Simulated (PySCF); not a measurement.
Radial density of Tc²⁺ (technetium, charge +2)

BP86, [Kr] 4d4 5p1, one real determinant (an excited configuration). Calculation: PySCF 2.14, in x2c-TZVPPall with one added diffuse shell each of s, p, d, f type (9s7p7d3f1g, 95 functions); scalar relativity by spin-free X2C-1e.

```tsv
r (bohr)	4πr²ρ (e/bohr)	4πr²(ρα − ρβ)
0.0368	48.92	0.0052
0.0620	50.02	0.0243
0.104	67.80	0.1234
0.175	47.12	0.4794
0.295	50.73	0.6503
0.496	31.00	-0.0010
0.834	12.45	1.6962
1.40	8.054	2.8616
2.36	1.425	1.1538
3.97	0.2874	0.2870
6.68	0.006579	0.0066
11.2	1.218e-05	0.0000
```

Densities and radii are taken from the X2C orbitals without a picture-change correction, which distorts them close to the nucleus.

⟨L²⟩ = 8.01 against 12 for a pure F term, so this real determinant mixes terms.
